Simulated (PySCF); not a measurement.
Name the molecule from its bond curve

A diatomic of charge 0 contains Mo. Its quintet curve at PBE0 in a triple-zeta basis (scalar-relativistic core potentials, PySCF), in eV from the separated fragments:

```
R (Å)  E (eV)
1.448  -3.099
1.516  -4.207
1.583  -4.828
1.633  -5.050
1.684  -5.113
1.734  -5.054
1.802  -4.841
1.886  -4.451
1.987  -3.939
2.122  -3.313
```

The fit gives ωe = 975 cm⁻¹ and the rotational constant Bₑ = 0.4331 cm⁻¹.

Q: Which atom is the partner?

A: The minimum lies at 1.682 Å, so the reduced mass is 16.8576 u Å² cm⁻¹/(Bₑ·Re²) = 13.76 u. With Mo at 97.91 u the partner weighs about 16.0 u: O. The molecule is MoO.

Spin–orbit coupling is left out. The state is the lowest single determinant that the PBE0 search found; with open d or f shells the true ground state can be another one.
